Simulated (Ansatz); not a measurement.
Consider the ligand exchange at the Si–C bond: `N[SiH2]C[Si](N)(F)F` + CH₃NH₂ → `CN[Si](N)(F)F` + `C[SiH2]N`.

Calculated with Ansatz (gas phase, PBE0-D4/def2-TZVP geometries, no zero-point term in ΔE). CCSD(T)/CBS is the MP2 limit (def2-TZVPP, def2-QZVPP) plus CCSD(T) − MP2 in def2-TZVPP, frozen cores. Functionals use def2-TZVPP. B3LYP here is the variant with VWN-RPA as its local correlation; programs differ in this. Each species was taken in one conformer, which may not be the lowest.

```
             level  ΔE (kJ/mol)  difference from CCSD(T)/CBS
         r2SCAN-D4        -51.6                          1.9
           PBE0-D4        -47.5                          6.0
          B3LYP-D4        -53.0                          0.5
           ωB97M-V        -50.5                          3.0
            r2SCAN        -53.2                          0.3
             B3LYP        -61.9                         -8.4
     HF/def2-TZVPP        -71.8                        -18.3
    MP2/def2-TZVPP        -53.0                          0.5
   CCSD/def2-TZVPP        -55.6                         -2.1
CCSD(T)/def2-TZVPP        -52.4                          1.1
     HF/def2-QZVPP        -73.4                        -19.9
    MP2/def2-QZVPP        -54.2                         -0.7
SCS-MP2/def2-QZVPP        -57.7                         -4.2
      HF/CBS(def2)        -73.7                        -20.2
     MP2/CBS(def2)        -54.1                         -0.6
    CCSD/CBS(def2)        -56.7                         -3.2
       CCSD(T)/CBS        -53.5                            0
```

Largest T1 diagnostic among the species: 0.011.

In def2-TZVPP, CCSD(T) changes the Hartree–Fock value by +19.4 kJ/mol (the triples alone add +3.2 kJ/mol) and MP2 by +18.9 kJ/mol. The D4 term adds +8.9 kJ/mol with B3LYP and +5.1 kJ/mol with PBE0; it sums over pairs of atoms, weighted by their polarisabilities, and B3LYP, whose exchange is more repulsive, gets the larger term.
